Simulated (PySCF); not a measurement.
C₄H₆ClF, SMILES C[C@]1(F)C[C@H]1Cl.

Geometry optimised at B3LYP-D3(BJ)/def2-SVP. The structure was generated by enumeration; whether it is a known compound was not checked.

Method: PBE/def2-TZVP in PySCF.

```
Item                                                                                                            Value
---------------------------------------------------------------------------------------------  ----------------------
total energy                                                                                       -715.66629 hartree
highest occupied level                                                                                       -6.41 eV
lowest empty level                                                                                           -0.61 eV
orbital gap                                                                                                   5.80 eV
dipole moment                                                                                                  2.81 D
quadrupole, principal values (traceless, Buckingham form, about the centre of nuclear charge)   -3.74, 0.87, 2.86 D·Å
mean static polarisability                                                                       60.6 bohr³ (8.99 Å³)
polarisability, principal values                                                               51.9, 56.4, 73.6 bohr³
```
